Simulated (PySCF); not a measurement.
# Worked example: dipole moment from atomic charges

BH4P, SMILES BP. Atoms are numbered in the order given.

```xyz
6

B     -1.2988    -0.0545     0.0000
H     -1.8874    -0.0193    -1.0323
H     -1.8874    -0.0193     1.0323
P      0.5516     0.1102     0.0000
H      0.9974    -0.6711    -1.0834
H      0.9974    -0.6711     1.0834
```

The structure is a stationary point at B3LYP-D3(BJ)/def2-TZVP.

Charges (e) from M06-2X/def2-TZVPD (PySCF):

| atom | ESP fit | IAO |
|---|---|---|
| B1 | 0.074 | -0.194 |
| H2 | -0.025 | 0.028 |
| H3 | -0.025 | 0.028 |
| P4 | -0.207 | 0.147 |
| H5 | 0.091 | -0.004 |
| H6 | 0.091 | -0.004 |

The dipole moment of the full density is 0.72 D.

Problem. What dipole moment does each set of point charges give, and which comes closer to that of the density?

Solution. 
μ = Σ q r, and 1 e Å = 4.8032 D.
ESP fit: Σ q r = (0.066, -0.148, 0.000) e Å, |μ| = 0.78 D.
IAO: Σ q r = (0.219, 0.031, 0.000) e Å, |μ| = 1.06 D.
ESP fit comes closer in size. Point charges leave out the atoms' own dipoles (lone pairs, polarised bonds); fits to the potential absorb them, partitions of the density don't.
